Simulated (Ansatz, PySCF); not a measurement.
C₂H₈ClNSi₂. Atoms are numbered in the order given.

```xyz
14

C      1.5143    -0.4267    -1.7285
Si     1.0409     0.6417    -0.2819
Cl     2.4222     0.4446     1.2585
C     -0.6463     0.0902     0.3897
N     -1.5260    -0.2304    -0.4728
Si    -3.1661    -0.7458    -0.0690
H      0.6822    -0.4261    -2.4503
H      2.4261    -0.0607    -2.2242
H      1.6839    -1.4627    -1.3968
H      0.9773     2.0857    -0.6347
H     -0.8463     0.0665     1.4875
H     -3.3817    -0.7643     1.4133
H     -4.1194     0.2018    -0.7073
H     -3.3740    -2.1094    -0.6274
```
Charge 0, spin multiplicity 1.

Geometry: ωB97X-D3(BJ)/def2-SVP. The structure was generated by enumeration; whether it is a known compound was not checked. The values are those of a single conformer.

Vertical ionisation energy (IE) and electron affinity (EA) in eV. Rows of orbital energies are one-electron estimates. Where ΔSCF, EOM or ADC give a negative EA the extra electron is unbound and the value depends on the basis.

```
level                                                                       IE     EA
------------------------------------------------------------------------  ----  -----
−ε(HOMO), −ε(LUMO), ωB97X/def2-TZVP (PySCF)                               9.41  -0.62
−ε(HOMO), −ε(LUMO), PBE/def2-TZVP (PySCF)                                 5.71   2.66
ΔSCF, CAM-B3LYP/def2-SVPD (Ansatz), final states of multiplicity 2 and 2  9.07  -0.06
ΔSCF, PBE/def2-SVPD (Ansatz), final states of multiplicity 2 and 2        8.66   0.06
```

Task: What vertical singlet–triplet gap does ΔSCF give with CAM-B3LYP/def2-SVPD (Ansatz, a first-principles code) and with PBE/def2-SVPD (Ansatz)? (An estimate is asked for; the answer gives what the named calculation found.)

Result: 2.90 and 2.78 eV (triplet above singlet where positive).
